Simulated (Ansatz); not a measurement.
Basis-set series for BCl₃H₃P (`[PH3+][B-](Cl)(Cl)Cl`). Charge 0, multiplicity 1. The geometry is a stationary point of PBE0-D4/def2-TZVP. It is one conformer, not always the lowest.

```csv
functional,basis,functions,energy (Eh),HOMO (eV),LUMO (eV)
PBE0-D4,def2-SVP,101,-1747.55830,-7.90,-0.01
PBE0-D4,def2-QZVPP,427,-1748.22692,-8.23,-0.42
ωB97M-V,def2-SVP,101,-1748.06390,-10.09,1.98
ωB97M-V,def2-QZVPP,427,-1748.72617,-10.48,0.98
```

**Question.** Give the rows for def2-TZVPP. (An estimate is asked.)

**Answer.** Computed: 
```csv
functional,basis,functions,energy (Eh),HOMO (eV),LUMO (eV)
PBE0-D4,def2-TZVPP,241,-1748.17409,-8.17,-0.34
ωB97M-V,def2-TZVPP,241,-1748.67602,-10.42,1.60
```

Positive LUMOs are unbound and depend on the basis.
